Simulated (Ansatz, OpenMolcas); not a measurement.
# From OpenMolcas to Ansatz

OpenMolcas 26.06 runs this on BH2O2F (SMILES OB(O)F):

struct.xyz:
```
6

O     -0.477500     0.971000    -0.208400
B     -0.023800    -0.307500    -0.106500
O      0.989400    -0.635200     0.726100
F     -0.573100    -1.280600    -0.833200
H     -1.198900     1.066100    -0.834300
H      1.326000     0.122200     1.210000
```

test.input:
```
* BFH2O2 Kohn-Sham DFT
>>> EXPORT MOLCAS_PRINT=2

&GATEWAY
  BasLib=$CurrDir
  Coord=struct.xyz
  Basis=def2-SVPD
  Group=NoSym

&SEWARD
  GridInput
  Grid=UltraFine
  End of Grid

&SCF
  KSDFT=B3LYP
  Thresholds=1e-10 1e-07 1e-07 1e-05
  PrOrbitals=1 2

&ALASKA
```

```bash
$ export MOLCAS_MEM=1860
$ pymolcas test.input > test.log
```

(Basis files named in the input come from the Basis Set Exchange and aren't shown.)

The shape is that of a PBE0-D4/def2-TZVP optimisation. This is one conformer, not always the lowest.

It gives a total energy of -276.338415 Eh.

Task: Write the same calculation for Ansatz 0.2.0 as an input file of the program's own, asking for the energy.

Result: This input was run:

job.yaml:
```yaml
crystal:
  periodic: [false, false, false]
  atoms:
    - {symbol: O, position_ang: [-0.477500, 0.971000, -0.208400]}
    - {symbol: B, position_ang: [-0.023800, -0.307500, -0.106500]}
    - {symbol: O, position_ang: [0.989400, -0.635200, 0.726100]}
    - {symbol: F, position_ang: [-0.573100, -1.280600, -0.833200]}
    - {symbol: H, position_ang: [-1.198900, 1.066100, -0.834300]}
    - {symbol: H, position_ang: [1.326000, 0.122200, 1.210000]}
basis:
  gaussian: {orbitals: def2-SVPD}
hamiltonian: {xc: {name: B3LYP}}
accuracy: high
output: {orbitals: {seedname: orbitals}}
```

```bash
$ ansatz run job.yaml --threads 1 --pin off --max-ram 3480MiB --events-out events.jsonl --progress --plain --runs-dir runs
```

Its energy is -276.338414 Eh, the same as the first but for the last digit, at most.
